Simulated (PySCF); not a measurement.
A survey of 31P NMR shifts

No solvent, relativity neglected, one computed conformer, rapidly exchanging positions averaged. PBE0/pcSseg-1 with gauge-including orbitals; structure optimised with GFN2-xTB; PySCF 2.14.0 with density-fitted response routines.

Shieldings were converted by a linear fit to measured shifts: 31P (scatter 18.1 ppm rms vs H3PO4, solution or neat liquid). A few per cent of atoms miss by over 2 rms, more outside the fitted compound classes.

Give the 31P shifts of `CCP1(=O)CCC(=O)CC1`, `CSC[P@@H](=O)CC(C)C`, `CCC(C)(C)[P@@H](=S)CO`, `[SiH3]P([SiH3])[SiH2]P`, `O=[P@](O)(C1CCC1)C1CC1`, `C=C[P@](=O)(CC)CC(C)=O`, `CC(C)(C)C[P@H](=S)CO`, `CC#C[P@](=O)(O)CCCC`, `CCP1(=O)CC[SiH2]CC1`.

## Answers


| compound | environment | δ (ppm) |
| --- | --- | --- |
| CCP1(=O)CCC(=O)CC1 | phosphorus bonded to 3 C, O, in a 6-membered ring | 12.2 |
| CSC[P@@H](=O)CC(C)C | phosphorus bonded to 2 C, O, H | 14.2 |
| CCC(C)(C)[P@@H](=S)CO | phosphorus bonded to 2 C, S, H | 25.4 |
| [SiH3:1][P:2]([SiH3:3])[SiH2:4][PH2:5] | P5: phosphorus bonded to Si, 2 H | -248.2 |
| [SiH3:1][P:2]([SiH3:3])[SiH2:4][PH2:5] | P2: phosphorus bonded to 3 Si | -288.8 |
| O=[P@](O)(C1CCC1)C1CC1 | phosphorus bonded to 2 C, 2 O | 32.6 |
| C=C[P@](=O)(CC)CC(C)=O | phosphorus bonded to 3 C, O | 13.5 |
| CC(C)(C)C[P@H](=S)CO | phosphorus bonded to 2 C, S, H | 2.7 |
| CC#C[P@](=O)(O)CCCC | phosphorus bonded to 2 C, 2 O | 13.7 |
| CCP1(=O)CC[SiH2]CC1 | phosphorus bonded to 3 C, O, in a 6-membered ring | 17.9 |
